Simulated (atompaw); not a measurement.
u(r) = r·R(r): atom against pseudo-atom (hydrogen (H))

Columns: radius, all-electron u(r) and pseudo u(r) of the 1s shell (level -6.35 eV) of hydrogen in the configuration 1s1; LDA (PW92), scalar-relativistic, PAW (atompaw) scheme, atompaw 4.2.0.5.

| r (bohr) | all-electron | pseudo |
| --- | --- | --- |
| 0.067 | 0.1160 | 0.0693 |
| 0.135 | 0.2184 | 0.1388 |
| 0.202 | 0.3056 | 0.2056 |
| 0.269 | 0.3806 | 0.2699 |
| 0.337 | 0.4456 | 0.3319 |
| 0.404 | 0.4998 | 0.3891 |
| 0.471 | 0.5453 | 0.4419 |
| 0.538 | 0.5830 | 0.4898 |
| 0.606 | 0.6144 | 0.5331 |
| 0.673 | 0.6391 | 0.5704 |
| 0.740 | 0.6584 | 0.6021 |
| 0.808 | 0.6732 | 0.6288 |
| 0.875 | 0.6835 | 0.6496 |
| 0.942 | 0.6902 | 0.6653 |
| 1.010 | 0.6936 | 0.6764 |
| 1.077 | 0.6941 | 0.6829 |
| 1.144 | 0.6922 | 0.6854 |
| 1.212 | 0.6880 | 0.6844 |
| 1.279 | 0.6820 | 0.6804 |
| 1.346 | 0.6744 | 0.6739 |
| 1.413 | 0.6654 | 0.6654 |
| 1.481 | 0.6550 | 0.6552 |
| 1.548 | 0.6438 | 0.6440 |
| 1.615 | 0.6318 | 0.6318 |
| 1.683 | 0.6188 | 0.6188 |
| 1.750 | 0.6055 | 0.6055 |

(1) How many radial nodes do the two functions have?

(2) Is the pseudo-wave norm-conserving?

Results:

(1) The all-electron 1s function has n − l − 1 = 0; the pseudo-wave has 0.

(2) No, it belongs to a PAW set: the norm inside the radius is not constrained, and the difference is carried by the augmentation charge.
